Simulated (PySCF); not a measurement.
F₂HOSi, H₄NOSi₂ (calculated)

Calculation on a computer-drawn molecule: the log of a Hartree-Fock and frozen-core CCSD(T) single point meant for a local Hartree-Fock minimum, with one planted fault or none, to be diagnosed. Offsets are logged minus clean, where the clean run is the same molecule without the fault. The reference is restricted for singlets and unrestricted otherwise, and also for a bond in bohr or an excited solution. Adding or removing an electron swaps singlet and doublet. The excited solution moves the top pair (singlet) or top alpha electron (doublet) to the lowest empty orbital. Highest occupied and lowest empty are orbital energies over both spins, largest force is the largest gradient component, triples share is (T) over the correlation energy, the T1 limit is 0.02 restricted and 0.045 unrestricted, electrons count all cores, a negative frequency is imaginary (commonest isotopes), and the dipole is about the centre of nuclear charge. Program: PySCF 2.14.0.

Common to all runs: meant multiplicity 1; logged SCF converged yes; logged spin squared 0; possible faults no fault, one electron removed, one electron added, multiplicity raised by two, geometry at a saddle point, SCF held on an excited solution, minimal basis STO-3G, one bond length entered in bohr, all coordinates scaled.

```yaml
- entry: 1
  formula: F2HOSi
  logged_structure:
    atoms_angstrom:
      - [O, -1.2932, -0.617, 0.0]
      - [Si, 0.4823, -0.5542, 0.0]
      - [F, 2.2101, -0.184, 0.0]
      - [F, 0.3049, 1.1197, 0.0]
      - [H, -1.7042, 0.2356, 0.0]
  given:
    meant_charge: -1
    meant_basis: "aug-cc-pV(D+d)Z"
    logged_electrons: 42
    logged_basis_functions: 110
    "logged_highest_occupied [eV]": -2.7728
    "logged_lowest_empty [eV]": 4.4029
    "logged_largest_force [hartree/bohr]": 3.0078e-05
    "logged_lowest_frequency [cm^-1]": -276.42
    logged_T1_diagnostic: 0.018727
    logged_D1_diagnostic: 0.054338
    logged_triples_share: 0.029904
    logged_CC_converged: "yes"
    "logged_dipole_magnitude [debye]": 2.6036
    logged_SCF_stable_within_its_kind: "yes"
    "logged_energy_HF [hartree]": -563.40392
    "logged_energy_CCSD(T) [hartree]": -564.17957
    drawn_bonds_atom: [1, 2, 2, 1]
    drawn_bonds_other_atom: [2, 3, 4, 5]
    drawn_bonds_order: [1, 1, 1, 1]
  results: {}
- entry: 2
  formula: H4NOSi2
  logged_structure:
    atoms_angstrom:
      - [O, -0.0738, 1.9411, 2.3556]
      - [Si, 1.2919, 2.2993, 1.6471]
      - ["N", 2.0117, 1.4227, 0.5325]
      - [Si, 2.8179, 0.6295, -0.5846]
      - [H, -0.6254, 1.1814, 2.2139]
      - [H, 1.8206, 3.5517, 2.1476]
      - [H, 3.8212, -0.3713, -0.2315]
      - [H, 2.5777, 0.8638, -2.0059]
  given:
    meant_charge: 1
    meant_basis: "cc-pV(D+d)Z"
    logged_electrons: 46
    logged_basis_functions: 94
    "logged_highest_occupied [eV]": -9.3567
    "logged_lowest_empty [eV]": -10.502
    "logged_largest_force [hartree/bohr]": 0.086673
    logged_CC_converged: "no"
    "logged_dipole_magnitude [debye]": 3.6127
    logged_SCF_stable_within_its_kind: "no"
    "logged_energy_HF [hartree]": -708.82175
    drawn_bonds_atom: [1, 2, 3, 1, 2, 4, 4]
    drawn_bonds_other_atom: [2, 3, 4, 5, 6, 7, 8]
    drawn_bonds_order: [1, 1, 2, 1, 1, 1, 1]
  results: {}
  notes: ["CCSD not converged"]
```

## Withheld values
1. Which fault was planted in the run of F₂HOSi (entry 1)?
2. H₄NOSi₂ (entry 2): planted fault?

Answers
1. geometry at a saddle point
2. SCF held on an excited solution

Further results for F₂HOSi (entry 1):

* HF energy offset from clean run: 45.92 kcal/mol
* CCSD(T) energy offset from clean run: 33.82 kcal/mol

Further results for H₄NOSi₂ (entry 2):

- HF energy offset from clean run: 321.1 kcal/mol
